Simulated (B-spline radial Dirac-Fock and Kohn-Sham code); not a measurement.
Binding energies of Hg⁴⁺ at several levels of theory

System: mercury as Hg⁴⁺, configuration 1s2 2s2 2p6 3s2 3p6 3d10 4s2 4p6 4d10 4f14 5s2 5p6 5d8.

The density-functional columns are spherical, spin-unpolarised Dirac-Kohn-Sham results without Breit or QED terms: −ε is minus the orbital energy of the initial state and ΔSCF the difference of two total energies. The reference in the last column comes from relaxed Dirac-Fock hole states (ΔSCF) with Breit and QED corrections and a finite nucleus. All numbers are from an atomic code on a B-spline grid, in eV; a selection of levels is shown. The Kohn-Sham columns are given as differences from the reference. For the 1s level of heavy atoms much of the gap between ΔSCF and the reference is the Breit and QED part, -454.1 eV here; for other levels the error of the functional can be larger.

```
     level  PBE −ε − DF  PBE ΔSCF − DF  LDA −ε − DF  LDA ΔSCF − DF  Dirac-Fock
    K (1s)       -111.9         +511.5       -177.7         +443.5     83159.4
   L1 (2s)       -161.8          -45.4       -171.6          -54.8     14911.6
L2 (2p1/2)       -112.6          +38.0       -117.2          +33.6     14270.9
L3 (2p3/2)       -134.7           -8.8       -137.1          -11.1     12345.4
   M1 (3s)        -92.5          -57.1        -95.1          -59.5      3631.4
M2 (3p1/2)        -74.6          -36.4        -75.5          -37.3      3346.0
M3 (3p3/2)        -74.8          -40.6        -75.2          -40.9      2914.8
   N1 (4s)        -52.5          -35.3        -53.7          -36.4       870.3
N2 (4p1/2)        -44.7          -27.6        -45.2          -28.0       747.7
N3 (4p3/2)        -44.2          -28.0        -44.8          -28.6       643.0
N6 (4f5/2)        -14.0           +1.3        -13.5           +1.8       163.0
N7 (4f7/2)        -14.2           +1.0        -13.7           +1.5       159.0
   O1 (5s)        -17.6           -7.5        -17.1           -7.1       185.8
O2 (5p1/2)        -13.1           -3.5        -12.6           -3.0       143.1
O3 (5p3/2)        -13.1           -4.0        -12.9           -3.8       124.5
 O4,5 (5d)         -6.3           +1.5         -6.0           +1.7       63.47
```

Values without a named source are computed, but for edge energies of neutral atoms, which are taken from tables.
